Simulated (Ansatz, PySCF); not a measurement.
Process, species as SMILES: F[C](Cl)Cl → F[C-](Cl)Cl (an electron is taken up)
Geometries: B3LYP-D3(BJ)/def2-TZVP minima from Ansatz (a program for electronic structure).

Quantity: adiabatic electron affinity (electronic energy difference), positive where the reaction releases energy, in eV. Valence correlation only, unless marked. UHF or UKS for open shells. Spin-orbit coupling is left out. No relativistic terms. Anions need diffuse functions: aug- sets have them; def2-D sets add few; the other sets have none. CBS marks a two-point X^-3 extrapolation of the correlation energy; Hartree-Fock from the larger set. [CCSD(T)-MP2]/basis is that difference in the basis named.

```csv
level,program,adiabatic electron affinity (eV),minus last row
HF/6-31G,Ansatz,1.81,-0.24
HF/aug-cc-pV(D+d)Z,Ansatz,0.86,-1.19
HF/aug-cc-pV(T+d)Z,Ansatz,0.72,-1.33
HF/cc-pV(T+d)Z,Ansatz,0.60,-1.45
HF/def2-TZVPD,PySCF,0.70,-1.35
revPBE-D4/def2-TZVPD,Ansatz + dftd4,2.03,-0.02
BP86/def2-TZVPD,PySCF,2.15,0.10
M06-L-D4/def2-TZVPD,PySCF + dftd4,1.87,-0.18
PBE0/def2-TZVP,Ansatz,1.62,-0.43
BHLYP-D3(BJ)/def2-TZVPD,Ansatz + dftd3,1.69,-0.36
TPSSh-D3(BJ)/def2-TZVPD,PySCF + dftd3,1.93,-0.12
M06-2X/def2-TZVPD,PySCF,1.98,-0.07
HSE06-D3(BJ)/def2-TZVPD,Ansatz + dftd3,1.76,-0.29
HSE06/def2-TZVPD,Ansatz,1.76,-0.29
LC-wPBE-D3(BJ)/def2-TZVPD,Ansatz + dftd3,1.58,-0.47
MP2/cc-pV(D+d)Z,Ansatz,1.26,-0.79
SCS-MP2/cc-pV(D+d)Z,Ansatz,1.32,-0.73
SCS-MP2/cc-pV(T+d)Z,Ansatz,1.67,-0.38
CCSD/cc-pV(D+d)Z,Ansatz,1.27,-0.78
CCSD(T)/aug-cc-pV(D+d)Z,Ansatz,2.03,-0.02
"RI-MP2/CBS(aug-cc-pV(T+d)Z,aug-cc-pV(Q+d)Z)+[CCSD(T)-MP2]/aug-cc-pV(D+d)Z",Ansatz,2.05,0.00
```
